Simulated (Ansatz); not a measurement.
Cost and result for the atomization energy of AlH8NOSi2 (13 atoms, 13 bonds).

```xyz
13

N     0.207   -1.182    0.343
Si    1.023    0.439    0.076
O     2.398    0.229   -0.803
Si   -0.887    1.448   -0.782
Al   -1.762   -0.552    0.414
H     0.295   -1.792   -0.466
H     0.528   -1.708    1.149
H     1.359    0.819    1.479
H     3.210    0.015   -0.339
H    -0.954    2.864   -0.328
H    -0.818    1.423   -2.272
H    -2.052   -0.359    1.970
H    -2.546   -1.645   -0.442
```

The species carries charge 0 and has multiplicity 1. The bonds changed during the relaxation, so this is another structure than the one it started from. The structure was optimised at the PBE0-D4/def2-TZVP level. It is one conformer, not always the lowest. Program: Ansatz. All runs use 4 threads of an Arm Neoverse V1 on a shared host. Times are those of one run each, without the atoms' runs, and a repeat can differ threefold. Electronic energies, without spin–orbit coupling; frozen cores. CCSD(T)/CBS adds CCSD(T) − MP2 in def2-TZVPP to the MP2 limit, and its time is that of the two runs behind it. T1 = 0.013. B3LYP takes the VWN-RPA correlation (the form of Gaussian; ORCA's B3LYP/G).

CCSD(T)/CBS is a level of theory with its own doubt, some kJ/mol a heavy atom from the limit and from the frozen cores, so smaller differences don't rank the functionals.

```csv
level,functions,wall time
PBE-D4/def2-TZVPP (with forces),300,3.8 s
PBE0-D4/def2-TZVPP,300,5 s
r2SCAN-D4/def2-TZVPP (with forces),300,7.5 s
B3LYP-D4/def2-TZVPP (with forces),300,7.5 s
B2PLYP/def2-TZVPP,300,8.5 s
ωB97X-V/def2-TZVPP,300,13 s
ωB97M-V/def2-TZVPP (with forces),300,19 s
MP2/def2-QZVPP,564,34 s
CCSD(T)/def2-TZVPP,300,4.2 min
CCSD(T)/CBS(def2),–,4.8 min
```

What atomization energy does each give, and how far from CCSD(T)/CBS? (Best estimate.)

Computed: 
```csv
level,atomization (kJ/mol),difference from CCSD(T)/CBS,per bond
PBE-D4/def2-TZVPP (with forces),4145.0,-12.3,-0.9
PBE0-D4/def2-TZVPP,4097.0,-60.3,-4.6
r2SCAN-D4/def2-TZVPP (with forces),4140.9,-16.4,-1.3
B3LYP-D4/def2-TZVPP (with forces),4132.2,-25.1,-1.9
B2PLYP/def2-TZVPP,4073.8,-83.5,-6.4
ωB97X-V/def2-TZVPP,4176.6,19.3,1.5
ωB97M-V/def2-TZVPP (with forces),4152.7,-4.6,-0.4
MP2/def2-QZVPP,4122.0,-35.3,-2.7
CCSD(T)/def2-TZVPP,4030.9,-126.4,-9.7
CCSD(T)/CBS(def2),4157.3,0.0,0.0
```

In def2-TZVPP, CCSD(T) changes the Hartree–Fock value by +1055.5 kJ/mol (the triples alone add +54.0 kJ/mol) and MP2 by +1071.1 kJ/mol; breaking electron pairs costs correlation energy, which Hartree–Fock lacks. The D4 term adds +54.2 kJ/mol with B3LYP and +28.6 kJ/mol with PBE0; it sums over pairs of atoms, weighted by their polarisabilities, and B3LYP, whose exchange is more repulsive, gets the larger term. From PBE to PBE0 (25 % exact exchange), in def2-TZVPP and without D4, the atomization energy moves by −43.2 kJ/mol: exact exchange takes away binding that semilocal exchange gives to molecules.
